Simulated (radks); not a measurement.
Isoelectronic series with 7 electrons, each ion in its NIST ground configuration. Method: non-relativistic Kohn-Sham, r2SCAN, spin-polarised, spherical densities, point nucleus; open shells are filled with parallel spins first; meta-GGA in the generalised Kohn-Sham scheme; computed with a radial shooting solver on a logarithmic mesh with Libxc functionals. Total energies (hartree) and screening constants sigma, defined by e = -(Z - sigma)^2 / (2 n^2) hartree (* marks an orbital that is empty in some or all of the ions):

| ion | configuration | E (hartree) | 2p down* | 2p up | 2s down | 2s up |
|---|---|---|---|---|---|---|
| N | [He] 2s2 2p3 | -54.58403 | 6.038 | 5.383 | 4.886 | 4.494 |
| O+ | [He] 2s2 2p3 | -74.55949 | 5.610 | 5.167 | 4.761 | 4.423 |
| F2+ | [He] 2s2 2p3 | -97.79862 | 5.451 | 5.060 | 4.684 | 4.374 |
| Ne3+ | [He] 2s2 2p3 | -124.29559 | 5.359 | 4.992 | 4.632 | 4.338 |
| Mg5+ | [He] 2s2 2p3 | -187.05304 | 5.255 | 4.911 | 4.565 | 4.291 |
| Al6+ | [He] 2s2 2p3 | -223.31095 | 5.221 | 4.885 | 4.542 | 4.275 |
| Si7+ | [He] 2s2 2p3 | -262.82069 | 5.195 | 4.864 | 4.524 | 4.261 |
| P8+ | [He] 2s2 2p3 | -305.58183 | 5.174 | 4.846 | 4.508 | 4.250 |
| S9+ | [He] 2s2 2p3 | -351.59405 | 5.157 | 4.832 | 4.495 | 4.241 |
| Cl10+ | [He] 2s2 2p3 | -400.85713 | 5.142 | 4.819 | 4.484 | 4.233 |
| Ar11+ | [He] 2s2 2p3 | -453.37091 | 5.130 | 4.809 | 4.475 | 4.225 |
| K12+ | [He] 2s2 2p3 | -509.13526 | 5.119 | 4.799 | 4.467 | 4.219 |
| Ca13+ | [He] 2s2 2p3 | -568.15007 | 5.109 | 4.791 | 4.459 | 4.214 |
| Sc14+ | [He] 2s2 2p3 | -630.41529 | 5.101 | 4.784 | 4.453 | 4.209 |
| Ti15+ | [He] 2s2 2p3 | -695.93084 | 5.094 | 4.778 | 4.447 | 4.205 |
| V16+ | [He] 2s2 2p3 | -764.69667 | 5.087 | 4.772 | 4.442 | 4.201 |
| Cr17+ | [He] 2s2 2p3 | -836.71275 | 5.081 | 4.767 | 4.437 | 4.197 |
| Fe19+ | [He] 2s2 2p3 | -990.49552 | 5.071 | 4.758 | 4.429 | 4.191 |
| Co20+ | [He] 2s2 2p3 | -1072.26216 | 5.066 | 4.754 | 4.426 | 4.189 |

Estimate the row of Mn18+ ([He] 2s2 2p3).

Answer. E (hartree) -911.97904; 2p down* 5.076; 2p up 4.762; 2s down 4.433; 2s up 4.194.
